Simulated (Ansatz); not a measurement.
Cost and result for the atomization energy of C₂H₆Zn (`C[CH2][ZnH]`) (9 atoms, 8 bonds).

```xyz
9

C    -0.014    0.145    1.130
C    -0.458    0.296   -0.325
Zn    0.630   -0.656   -1.640
H    -0.028   -0.899    1.456
H    -0.663    0.701    1.815
H     1.004    0.513    1.288
H    -0.469    1.356   -0.605
H    -1.493   -0.045   -0.438
H     1.491   -1.410   -2.681
```

Charge 0, multiplicity 1. For Zn the d shell is correlated and the shells below it are frozen. Scalar relativity is left out up to krypton. All single points use the PBE0-D4/def2-TZVP geometry. Program: Ansatz. All runs use 4 threads of an Arm Neoverse V2 on a shared host. Times are those of one run each, without the atoms' runs, and a repeat can differ threefold. Electronic energies, without spin–orbit coupling; frozen cores. CCSD(T)/CBS adds CCSD(T) − MP2 in def2-TZVPP to the MP2 limit, and its time is that of the two runs behind it. T1 = 0.013. With those shells the extrapolation isn't a true limit. B3LYP takes the VWN-RPA correlation (the form of Gaussian; ORCA's B3LYP/G). HSE06 is the plane-wave form, built on full-range PBE exchange.

CCSD(T)/CBS is a level of theory with its own doubt, some kJ/mol a heavy atom from the limit and from the frozen cores, so smaller differences don't rank the functionals.

| level | functions | wall time | atomization (kcal/mol) | difference from CCSD(T)/CBS | per bond |
| --- | --- | --- | --- | --- | --- |
| LDA (SPW92)/def2-TZVPP | 210 | 0.9 s | 786.8 | 90.8 | 11.4 |
| BLYP-D4/def2-TZVPP | 210 | 1.6 s | 688.7 | -7.3 | -0.9 |
| CCSD(T)/def2-SVP | 89 | 1.9 s | 668.0 | -28.0 | -3.5 |
| HSE06-D4/def2-TZVPP | 210 | 2.1 s | 699.4 | 3.4 | 0.4 |
| BHLYP-D4/def2-TZVPP | 210 | 2.1 s | 682.0 | -14.0 | -1.7 |
| B3LYP-D4/def2-TZVPP (with forces) | 210 | 3.2 s | 694.8 | -1.2 | -0.1 |
| B2PLYP/def2-TZVPP | 210 | 3.4 s | 689.3 | -6.7 | -0.8 |
| ωB97X-V/def2-TZVPP | 210 | 5.5 s | 699.9 | 3.9 | 0.5 |
| B97M-V/def2-TZVPP | 210 | 6.5 s | 697.3 | 1.3 | 0.2 |
| ωB97M-V/def2-TZVPP (with forces) | 210 | 8 s | 698.7 | 2.7 | 0.3 |
| MP2/def2-QZVPP | 394 | 12 s | 695.4 | -0.6 | -0.1 |
| CCSD(T)/def2-TZVPP | 210 | 50 s | 682.7 | -13.3 | -1.7 |
| CCSD(T)/CBS(def2) | – | 61 s | 696.0 | 0.0 | 0.0 |

In def2-TZVPP, CCSD(T) changes the Hartree–Fock value by +158.4 kcal/mol (the triples alone add +7.5 kcal/mol) and MP2 by +163.1 kcal/mol; breaking electron pairs costs correlation energy, which Hartree–Fock lacks. From PBE to PBE0 (25 % exact exchange), in def2-TZVPP and without D4, the atomization energy moves by −4.8 kcal/mol: exact exchange takes away binding that semilocal exchange gives to molecules. At CCSD(T), def2-SVP lies −28.0 kcal/mol from the extrapolated value and def2-TZVPP −13.2 kcal/mol: correlation converges slowly with the basis, and small sets miss more of it in the bonded molecule than in its fragments.
